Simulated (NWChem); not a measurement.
System: BeHSI; SMILES [I][Be][SH]

The following NWChem deck was run.

```
start job
memory heap 200 mb stack 900 mb global 1100 mb
geometry units angstroms noautoz
  Be     0.015615     1.185207     0.000000
  I     -0.079055    -0.983915     0.000000
  S      0.113863     3.088476     0.000000
  H     -1.234310     3.216237     0.000000
end
basis spherical
  * library def2-tzvp
end
ecp
  I library def2-ecp
end
dft
  xc pbe0
  iterations 150
  vectors input atomic output neutral.movecs
end
task dft energy
charge 1
dft
  odft
  mult 2
  vectors input atomic output cation.movecs
end
task dft energy
```

Excerpt of the output:

```
             Northwest Computational Chemistry Package (NWChem) 7.3.0
             --------------------------------------------------------

 CS  symmetry detected

                             Geometry "geometry" -> ""
                             -------------------------

 Output coordinates in angstroms (scale by  1.889725989 to convert to a.u.)

  No.       Tag          Charge          X              Y              Z
 ---- ---------------- ---------- -------------- -------------- --------------
    1 Be                   4.0000     0.02181366     1.11618791     0.00000000
    2 I                   53.0000     0.00815668    -1.05495607     0.00000000
    3 S                   16.0000     0.04896723     3.02179758     0.00000000
    4 H                    1.0000    -1.30303446     3.09915861     0.00000000

 Effective nuclear repulsion energy (a.u.)     193.0868911907

      Symmetry information
      --------------------

 Group name             Cs
 Group number              2
 Group order               2
 No. of unique centers     4

                                 NWChem DFT Module
                                 -----------------

 Summary of "ao basis" -> "ao basis" (spherical)
 ------------------------------------------------------------------------------
       Tag                 Description            Shells   Functions and Types
 ---------------- ------------------------------  ------  ---------------------
 Be                        def2-tzvp                 9       19   5s3p1d
 I                         def2-tzvp                16       50   6s5p3d2f
 S                         def2-tzvp                13       37   5s5p2d1f
 H                         def2-tzvp                 4        6   3s1p

      Symmetry analysis of basis
      --------------------------

        a'         77
        a"         35

            General Information
            -------------------
          SCF calculation type: DFT
          Wavefunction type:  closed shell.
          No. of atoms     :     4
          No. of electrons :    46
           Alpha electrons :    23
            Beta electrons :    23
          Charge           :     0
          Spin multiplicity:     1
          Use of symmetry is: on ; symmetry adaption is: on
          Maximum number of iterations: 150
          AO basis - number of functions:   112
                     number of shells:    42
          Convergence on energy requested:  1.00D-06
          Convergence on density requested:  1.00D-05
          Convergence on gradient requested:  5.00D-04

              XC Information
              --------------
                         PBE0 Method XC Functional
                     Hartree-Fock (Exact) Exchange  0.250
          PerdewBurkeErnzerhof Exchange Functional  0.750
            Perdew 1991 LDA Correlation Functional  1.000 local
           PerdewBurkeErnz. Correlation Functional  1.000 non-local

             Grid Information
             ----------------
          Grid used for XC integration:  medium
          Radial quadrature: Mura-Knowles
          Angular quadrature: Lebedev.
          Tag              B.-S. Rad. Rad. Pts. Rad. Cut. Ang. Pts.
          ---              ---------- --------- --------- ---------
          Be                  1.05       49          10.0       434
          I                   1.40      123          12.0       590
          S                   1.00       88          12.0       590
          H                   0.35       45          12.0       434
          Grid pruning is: on
          Number of quadrature shells:   305
          Spatial weights used:  Erf1

      Superposition of Atomic Density Guess
      -------------------------------------

 Sum of atomic energies:        -759.71372199

      Non-variational initial energy
      ------------------------------

 Total energy =    -709.846751
 1-e energy   =   -1293.890553
 2-e energy   =     479.804851
 HOMO         =      -0.339081
 LUMO         =       0.000461

      Symmetry analysis of molecular orbitals - initial
      -------------------------------------------------

  Numbering of irreducible representations:

     1 a'          2 a"

  Orbital symmetries:

     1 a'          2 a'          3 a'          4 a'          5 a'
     6 a"          7 a'          8 a'          9 a"         10 a'
    11 a'         12 a'         13 a"         14 a'         15 a"
    16 a'         17 a'         18 a'         19 a'         20 a'
    21 a"         22 a'         23 a"         24 a'         25 a'
    26 a"         27 a'         28 a'         29 a'         30 a'
    31 a"         32 a'         33 a'

   convergence    iter        energy       DeltaE   RMS-Dens  Diis-err
 ---------------- ----- ----------------- --------- --------- ---------
 d= 0,ls=0.0,diis     1   -711.1641615984 -8.15D+02  6.88D-03  4.84D-01
 d= 0,ls=0.0,diis     2   -711.1771881951 -1.30D-02  4.08D-03  2.24D-01
 d= 0,ls=0.0,diis     3   -711.1997331082 -2.25D-02  1.35D-03  7.87D-02
 d= 0,ls=0.0,diis     4   -711.2087107543 -8.98D-03  2.05D-04  1.42D-03
 d= 0,ls=0.0,diis     5   -711.2088867562 -1.76D-04  5.89D-05  5.61D-05
  Resetting Diis
 d= 0,ls=0.0,diis     6   -711.2088938081 -7.05D-06  1.90D-05  8.56D-06
 d= 0,ls=0.0,diis     7   -711.2088949354 -1.13D-06  5.98D-06  2.78D-07
 d= 0,ls=0.0,diis     8   -711.2088949329  2.48D-09  2.90D-06  3.47D-07

         Total DFT energy =     -711.208894932914
      One electron energy =    -1296.106306608661
           Coulomb energy =      531.701589562796
    Exchange-Corr. energy =      -51.043128986207
 Nuclear repulsion energy =      104.238951099158

 Numeric. integr. density =       46.000000095916

                  Occupations of the irreducible representations
                  ----------------------------------------------

                     irrep           alpha         beta
                     --------     --------     --------
                     a'               17.0         17.0
                     a"                6.0          6.0

                       DFT Final Molecular Orbital Analysis
                       ------------------------------------

 Vector   21  Occ=2.000000D+00  E=-3.060467D-01  Symmetry=a"
              MO Center=  1.1D-02,  4.2D-01,  4.5D-16, r^2= 4.9D+00
   Bfn.  Coefficient  Atom+Function         Bfn.  Coefficient  Atom+Function
  ----- ------------  ---------------      ----- ------------  ---------------
    37      0.425796  2 I  pz                31     -0.348449  2 I  pz
    86      0.286975  3 S  pz                34      0.273298  2 I  pz
    89      0.187927  3 S  pz                40      0.182502  2 I  pz
     8     -0.176162  1 Be pz                83      0.122086  3 S  pz
    77     -0.105055  3 S  pz                80     -0.047566  3 S  pz

 Vector   22  Occ=2.000000D+00  E=-2.990328D-01  Symmetry=a'
              MO Center=  1.2D-02, -8.7D-01,  7.3D-16, r^2= 2.3D+00
   Bfn.  Coefficient  Atom+Function         Bfn.  Coefficient  Atom+Function
  ----- ------------  ---------------      ----- ------------  ---------------
    35      0.535558  2 I  px                29     -0.442786  2 I  px
    32      0.349531  2 I  px                38      0.241911  2 I  px
     6     -0.114885  1 Be px                26     -0.056332  2 I  px
    15     -0.041680  1 Be d -2              12      0.028620  1 Be px
    74     -0.027435  3 S  s                 84     -0.027436  3 S  px

 Vector   23  Occ=2.000000D+00  E=-2.839123D-01  Symmetry=a"
              MO Center=  1.2D-02,  1.5D+00, -1.6D-15, r^2= 5.4D+00
   Bfn.  Coefficient  Atom+Function         Bfn.  Coefficient  Atom+Function
  ----- ------------  ---------------      ----- ------------  ---------------
    86      0.413001  3 S  pz                37     -0.331183  2 I  pz
    89      0.284298  3 S  pz                31      0.278697  2 I  pz
    34     -0.222971  2 I  pz                83      0.184169  3 S  pz
    40     -0.166207  2 I  pz                77     -0.154265  3 S  pz
    80     -0.070665  3 S  pz                16      0.055113  1 Be d -1

 Vector   24  Occ=0.000000D+00  E=-3.811137D-02  Symmetry=a'
              MO Center=  1.4D-01,  1.1D+00,  3.9D-15, r^2= 4.3D+00
   Bfn.  Coefficient  Atom+Function         Bfn.  Coefficient  Atom+Function
  ----- ------------  ---------------      ----- ------------  ---------------
    12      0.588949  1 Be px                 6     -0.521707  1 Be px
   109      0.435175  4 H  s                  4     -0.287072  1 Be s
    38     -0.281407  2 I  px                 5      0.202799  1 Be s
    74     -0.173125  3 S  s                 35     -0.138716  2 I  px
    29      0.132350  2 I  px               108      0.132208  4 H  s

 Vector   25  Occ=0.000000D+00  E=-2.096477D-02  Symmetry=a'
              MO Center= -3.9D-01,  1.1D+00, -1.5D-14, r^2= 8.4D+00
   Bfn.  Coefficient  Atom+Function         Bfn.  Coefficient  Atom+Function
  ----- ------------  ---------------      ----- ------------  ---------------
     5      1.282371  1 Be s                  4     -0.454967  1 Be s
    24     -0.250670  2 I  s                  3      0.233808  1 Be s
    25     -0.234175  2 I  s                 39     -0.231029  2 I  py
   109      0.228218  4 H  s                 74     -0.221403  3 S  s
    73     -0.198494  3 S  s                 87      0.180858  3 S  px

 Vector   26  Occ=0.000000D+00  E=-1.621275D-02  Symmetry=a"
              MO Center=  1.6D-02,  9.8D-01,  1.3D-14, r^2= 4.3D+00
   Bfn.  Coefficient  Atom+Function         Bfn.  Coefficient  Atom+Function
  ----- ------------  ---------------      ----- ------------  ---------------
    14      0.659499  1 Be pz                 8     -0.540378  1 Be pz
    89     -0.352527  3 S  pz                40     -0.299597  2 I  pz
    86     -0.163189  3 S  pz                37     -0.146625  2 I  pz
    52      0.138764  2 I  d -1              31      0.134036  2 I  pz
    34     -0.124100  2 I  pz                83     -0.099849  3 S  pz

     Multipole analysis of the density
     ---------------------------------

     L   x y z        total         alpha         beta         nuclear
     -   - - -        -----         -----         ----         -------
     0   0 0 0     -0.000000    -23.000000    -23.000000     46.000000

     1   1 0 0     -0.297973      0.066808      0.066808     -0.431589
     1   0 1 0      0.037855    -27.891163    -27.891163     55.820181
     1   0 0 1     -0.000000     -0.000000     -0.000000      0.000000

     2   2 0 0    -32.361512    -19.287278    -19.287278      6.213045
     2   1 1 0     -2.153273      2.116853      2.116853     -6.386979
     2   1 0 1     -0.000000     -0.000000     -0.000000      0.000000
     2   0 2 0    -35.852929   -354.520280   -354.520280    673.187631
     2   0 1 1     -0.000000     -0.000000     -0.000000      0.000000
     2   0 0 2    -35.271825    -17.635913    -17.635913      0.000000

                                 NWChem DFT Module
                                 -----------------

      Symmetry analysis of basis
      --------------------------

        a'         77
        a"         35

            General Information
            -------------------
          SCF calculation type: DFT
          Wavefunction type:  spin polarized.
          No. of atoms     :     4
          No. of electrons :    45
           Alpha electrons :    23
            Beta electrons :    22
          Charge           :     1
          Spin multiplicity:     2
          Use of symmetry is: on ; symmetry adaption is: on
          Maximum number of iterations: 150
          AO basis - number of functions:   112
                     number of shells:    42
          Convergence on energy requested:  1.00D-06
          Convergence on density requested:  1.00D-05
          Convergence on gradient requested:  5.00D-04

              XC Information
              --------------
                         PBE0 Method XC Functional
                     Hartree-Fock (Exact) Exchange  0.250
          PerdewBurkeErnzerhof Exchange Functional  0.750
            Perdew 1991 LDA Correlation Functional  1.000 local
           PerdewBurkeErnz. Correlation Functional  1.000 non-local

             Grid Information
             ----------------
          Grid used for XC integration:  medium
          Radial quadrature: Mura-Knowles
          Angular quadrature: Lebedev.
          Tag              B.-S. Rad. Rad. Pts. Rad. Cut. Ang. Pts.
          ---              ---------- --------- --------- ---------
          Be                  1.05       49          10.0       434
          I                   1.40      123          12.0       590
          S                   1.00       88          12.0       590
          H                   0.35       45          12.0       434
          Grid pruning is: on
          Number of quadrature shells:   305
          Spatial weights used:  Erf1

      Superposition of Atomic Density Guess
      -------------------------------------

 Sum of atomic energies:        -759.71372199

 Renormalizing density from      46.00 to     45

      Non-variational initial energy
      ------------------------------

 Total energy =    -702.353026
 1-e energy   =   -1265.762498
 2-e energy   =     459.170521
 HOMO         =      -0.620487
 LUMO         =      -0.238227

   Symmetry analysis of molecular orbitals - initial alpha
   -------------------------------------------------------

  Numbering of irreducible representations:

     1 a'          2 a"

  Orbital symmetries:

     1 a'          2 a'          3 a'          4 a'          5 a'
     6 a"          7 a'          8 a'          9 a"         10 a'
    11 a'         12 a'         13 a"         14 a'         15 a"
    16 a'         17 a'         18 a'         19 a'         20 a'
    21 a"         22 a'         23 a"         24 a'         25 a'
    26 a"         27 a'         28 a'         29 a'         30 a'
    31 a"         32 a'         33 a"

   Symmetry analysis of molecular orbitals - initial beta
   ------------------------------------------------------

  Numbering of irreducible representations:

     1 a'          2 a"

  Orbital symmetries:

     1 a'          2 a'          3 a'          4 a'          5 a'
     6 a"          7 a'          8 a'          9 a"         10 a'
    11 a'         12 a'         13 a"         14 a'         15 a"
    16 a'         17 a'         18 a'         19 a'         20 a'
    21 a"         22 a'         23 a"         24 a'         25 a'
    26 a"         27 a'         28 a'         29 a'         30 a'
    31 a"         32 a'         33 a"

[...]
```

Level: PBE0/def2-TZVP with def2 effective core potentials on I, vertical spin-unrestricted ions. Coordinates come from a PBE0/def2-SVP optimisation. def2 effective core potentials on I; no spin-orbit coupling.
